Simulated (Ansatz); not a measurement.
C4F10 (`FC(F)(F)C(F)(F)C(F)(F)C(F)(F)F`), relaxed with RKS PBE0-D4/def2-TZVP in Ansatz from a PBE-D4/def2-SVP geometry. The force threshold is 0.005 eV/Å; the program also tests the step.

Total charge 0; spin multiplicity 1.

Start:

```xyz
14

F     2.059   -0.122    0.939
C     1.688   -0.087   -0.350
F     2.622   -0.703   -1.089
F     1.599    1.193   -0.750
C     0.323   -0.812   -0.551
F     0.537   -2.138   -0.371
F    -0.079   -0.598   -1.826
C    -0.847   -0.423    0.413
F    -0.515   -0.802    1.670
F    -1.925   -1.136    0.005
C    -1.268    1.077    0.461
F    -0.328    1.805    1.086
F    -2.418    1.185    1.142
F    -1.448    1.559   -0.778
```

| step | energy (eV) | largest force (eV/Å) | largest move (Å) |
| --- | --- | --- | --- |
| 1 | -31300.1826 | 0.849 | 0.000 |
| 2 | -31300.2488 | 0.324 | 0.017 |
| 3 | -31300.2603 | 0.137 | 0.027 |
| 4 | -31300.2609 | 0.009 | 0.007 |
| 5 | -31300.2609 | 0.001 | 0.003 |

End:

```xyz
14

F     2.056   -0.094    0.913
C     1.678   -0.077   -0.357
F     2.598   -0.689   -1.087
F     1.580    1.180   -0.767
C     0.326   -0.816   -0.542
F     0.548   -2.120   -0.333
F    -0.063   -0.640   -1.809
C    -0.851   -0.422    0.403
F    -0.555   -0.817    1.646
F    -1.918   -1.108   -0.027
C    -1.255    1.075    0.468
F    -0.325    1.779    1.098
F    -2.391    1.178    1.142
F    -1.429    1.571   -0.748
```

Hardware: 4 threads of an AMD EPYC 7R13 on a shared host and a share of an NVIDIA H100 80 GB. Wall time 17 s, peak host memory 1.1 GiB.
